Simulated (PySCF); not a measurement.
This PySCF input asks for the NMR shieldings of SMILES CN(C)[Si@@H](N)C(F)F, C$_{3}$H$_{10}$F$_{2}$N$_{2}$Si; the geometry comes from GFN2-xTB.

```python
import basis_set_exchange as bse
import numpy as np
from pyscf import gto, dft
from pyscf.prop import nmr

atoms = """
C     1.862402    0.922666   -0.735285
N     0.842845    0.322921    0.088509
C     1.380587   -0.693102    0.965735
Si   -0.802915    0.411559   -0.375519
N    -1.338775   -0.729196   -1.544789
C    -1.896129   -0.032481    1.148900
F    -3.199983    0.263878    0.866407
F    -1.887694   -1.364873    1.439932
H     1.427668    1.713098   -1.339816
H     2.647726    1.349098   -0.106061
H     2.323475    0.187208   -1.404629
H     0.588943   -1.126846    1.567943
H     1.862551   -1.496246    0.398128
H     2.127881   -0.247293    1.628719
H    -1.053332    1.827970   -0.664413
H    -2.298485   -1.037503   -1.552380
H    -0.944797   -0.760418   -2.471137
H    -1.650728    0.495876    2.078098
"""
names = dict.fromkeys(["C", "N", "Si", "F", "H"], "pcSseg-1")
basis = {el: gto.basis.parse(bse.get_basis(n, elements=[el], fmt="nwchem")) for el, n in names.items()}
mol = gto.M(atom=atoms, basis=basis, charge=0, verbose=0)
mf = dft.RKS(mol, xc="PBE0")
mf.grids.level = 2
mf.grids.alignment = dft.numint.BLKSIZE   # the property module wants whole blocks of grid points
mf.conv_tol = 1e-9
mf.kernel()

calc = nmr.RKS(mf)   # GIAO
C = mf.mo_coeff
Co = C[:, mf.mo_occ > 0]
resp = mf.gen_response(singlet=True, hermi=2)
def vind(x):   # induced exchange potential for any number of trial vectors
    d = np.einsum("pi,xij,qj->xpq", C, 2 * x.reshape(-1, C.shape[1], Co.shape[1]), Co, optimize=True)
    return np.einsum("xpq,pi,qj->xij", resp(d - d.transpose(0, 2, 1)), C, Co, optimize=True).ravel()
mo1, _ = nmr.rhf.solve_mo1(calc, with_cphf=vind)
sigma = calc.kernel(mo1)
for i, s in enumerate(sigma):   # ppm
    w = np.linalg.eigvalsh((s + s.T) / 2)
    print("%2d %-2s iso %8.1f  s11 %8.1f  s22 %8.1f  s33 %8.1f" % (i, mol.atom_pure_symbol(i), w.mean(), *w))
```

Problem. Give the expected output.

Solution. 
```
 0 C  iso    146.3  s11    123.0  s22    130.4  s33    185.7
 1 N  iso    234.0  s11    208.1  s22    226.4  s33    267.4
 2 C  iso    146.9  s11    124.2  s22    131.8  s33    184.7
 3 Si iso    385.1  s11    348.6  s22    383.4  s33    423.5
 4 N  iso    249.4  s11    223.3  s22    252.7  s33    272.1
 5 C  iso     60.6  s11     40.6  s22     64.3  s33     77.0
 6 F  iso    333.4  s11    195.8  s22    330.4  s33    474.1
 7 F  iso    332.6  s11    197.9  s22    324.2  s33    475.6
 8 H  iso     28.9  s11     24.4  s22     27.3  s33     34.9
 9 H  iso     29.1  s11     24.6  s22     26.6  s33     36.3
10 H  iso     29.1  s11     24.2  s22     27.3  s33     35.8
11 H  iso     28.5  s11     22.6  s22     29.3  s33     33.5
12 H  iso     29.1  s11     24.8  s22     26.8  s33     35.8
13 H  iso     29.3  s11     25.0  s22     26.6  s33     36.1
14 H  iso     26.8  s11     22.9  s22     25.7  s33     31.7
15 H  iso     30.7  s11     23.0  s22     27.6  s33     41.6
16 H  iso     31.2  s11     23.8  s22     27.7  s33     42.0
17 H  iso     25.5  s11     23.1  s22     26.0  s33     27.4
```

These numbers come from an equivalent density-fitted implementation of the same equations, which agrees with the script to about 0.01 ppm for H and up to a few tenths of a ppm for heavy atoms, so last digits may differ.

Problem. Turn these shieldings into chemical shifts. Referencing at the same level of theory: TMS for 13C (σ = 186.93 ppm), 29Si (σ = 349.16 ppm), 1H (σ = 31.72 ppm); NH3 for 15N (σ = 267.73 ppm); CFCl3 for 19F (σ = 170.95 ppm).

Solution. Averaging equivalent atoms: C 5: 126.3; C 0/2: 40.3; N 1: 33.8; N 4: 18.4; Si 3: -36.0; F 7: -161.6; F 6: -162.5; H 17: 6.23; H 14: 4.95; H 8/9/10/11/12/13: 2.72; H 15/16: 0.78 ppm. Unscaled 19F shifts against computed CFCl3 carry errors that often reach 10 to 50 ppm. Experimental scales use liquid or dissolved standards, which lie at an offset from isolated NH3 (liquid NH3: subtract about 20 ppm).

Size and cost of the density-fitted run: 193 basis functions, 71 s wall time on 1 thread of an Arm Neoverse N1, shared host; peak memory 0.85 GiB.
